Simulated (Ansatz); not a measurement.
Start from `N/C=[CH]\[InH2]` and change one atom or group (the configuration at the double bond changes too) to get `N/C=C/[CH2][AlH2]`.

Ansatz, PBE0-D4/def2-TZVP geometries, multiplicity 1. Each molecule was computed in one conformer, which needn't be the lowest.

Elements past krypton have def2 core potentials.

```json
{"property": "HOMO–LUMO gap (PBE/def2-TZVPP) / eV", "`N/C=[CH]\\[InH2]`": "2.91"}
{"property": "size of the dipole moment (B3LYP/def2-TZVPP) / D", "`N/C=[CH]\\[InH2]`": "2.40"}
{"property": "HOMO–LUMO gap (ωB97M-V/def2-TZVPP) / eV", "`N/C=[CH]\\[InH2]`": "8.25"}
{"property": "size of the dipole moment (ωB97M-V/def2-TZVPP) / D", "`N/C=[CH]\\[InH2]`": "2.23"}
{"property": "LUMO energy (PBE/def2-TZVPP) / eV", "`N/C=[CH]\\[InH2]`": "-2.19"}
{"property": "zero-point energy (PBE0-D4/def2-TZVP) / kJ/mol", "`N/C=[CH]\\[InH2]`": "186.6"}
```

Question: What does the change do to each property? (Best estimate.)

Answer: Computed: 
```json
{"property": "HOMO–LUMO gap (PBE/def2-TZVPP) / eV", "`N/C=C/[CH2][AlH2]`": "3.74", "shift": "0.83"}
{"property": "size of the dipole moment (B3LYP/def2-TZVPP) / D", "`N/C=C/[CH2][AlH2]`": "2.38", "shift": "-0.02"}
{"property": "HOMO–LUMO gap (ωB97M-V/def2-TZVPP) / eV", "`N/C=C/[CH2][AlH2]`": "9.17", "shift": "0.92"}
{"property": "size of the dipole moment (ωB97M-V/def2-TZVPP) / D", "`N/C=C/[CH2][AlH2]`": "2.33", "shift": "0.10"}
{"property": "LUMO energy (PBE/def2-TZVPP) / eV", "`N/C=C/[CH2][AlH2]`": "-1.10", "shift": "1.09"}
{"property": "zero-point energy (PBE0-D4/def2-TZVP) / kJ/mol", "`N/C=C/[CH2][AlH2]`": "265.3", "shift": "78.7"}
```

With PBE0 the HOMO rises by 0.29 eV and the LUMO rises by 1.18 eV, so the gap widens by about 0.89 eV. PBE moves the HOMO by 0.27 eV and ωB97M-V by 0.37 eV. The zero-point energy changes by 78.7 kJ/mol with +9 modes. Dipoles are sizes alone; their direction can turn.

Positive LUMOs are unbound, so they and the gaps depend on the basis.

B3LYP here is the variant with VWN-RPA as its local correlation; programs differ in this.
